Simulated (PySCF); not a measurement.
**P⁺: excitation energy**

P⁺ [Ne] 3s2 3p2 (3P) → P⁺ [Ne] 3s1 3p2 3d1 (high-spin determinant), as a difference of total energies. Computed with PySCF 2.14 in aug-cc-pwCVDZ (6s5p3d, 36 functions), with the non-relativistic Hamiltonian (point nucleus). Correlated levels: valence: [Ne] frozen. The calculations carry no spin-orbit coupling.

```tsv
method	excitation energy (eV)
UHF	16.602
MP2 (valence)	17.612
SCS-MP2 (valence)	17.958
CCSD (valence)	17.401
CCSD(T) (valence)	17.335
CCSDT (valence)	17.333
```

Q: How much does correlation contribute at CCSD(T) (valence)?

A: 17.335 − (16.602) = 0.733 eV, measured against UHF.

A first-order spin-orbit estimate (lowest level to lowest level, LS coupling) adds 0.008 eV.

The promoted electron is Rydberg-like, and one or two diffuse shells describe it only roughly, which tends to raise the upper state.

The coupled-cluster amplitudes are large for the upper state (T1 above 0.03 or a double amplitude above 0.15), so a single reference is strained.

The determinant of the upper state mixes LS terms, which raises its energy above the lowest term, most at the Hartree-Fock and MP2 levels.
